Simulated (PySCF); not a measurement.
Computed IR spectrum (relative IR intensity) of a molecule C₅H₅F. Coordinates come from a PBE-D3(BJ)/def2-SVP optimisation. One conformer was computed; it need not be the lowest. All values below come from PySCF with PBE-D3(BJ)/def2-SVP. No scaling factor is applied to the harmonic values.

Lines under 2 % of the strongest are left out, and lines within 2 cm⁻¹ are merged.

ν (cm⁻¹): 255 (vw), 370 (w), 395 (vw), 488 (vw), 605 (m), 657 (m), 780 (w), 832 (m), 865 (w), 893 (w), 942 (w), 1171 (vw), 1213 (w), 1309 (m), 1324 (m), 1362 (m), 1552 (m), 1645 (vs), 3143 (w), 3171 (w) (against the strongest line: vs over 80 %, s over 45 %, m over 15 %, w over 4 %, vw less)

Problem. Which molecule gave these data?
(A) FC1=CCC=C1
(B) C=C=C(F)C=C
(C) C#C/C(C)=C/F
(D) FC1=CC=CC1

Solution. D, FC1=CC=CC1
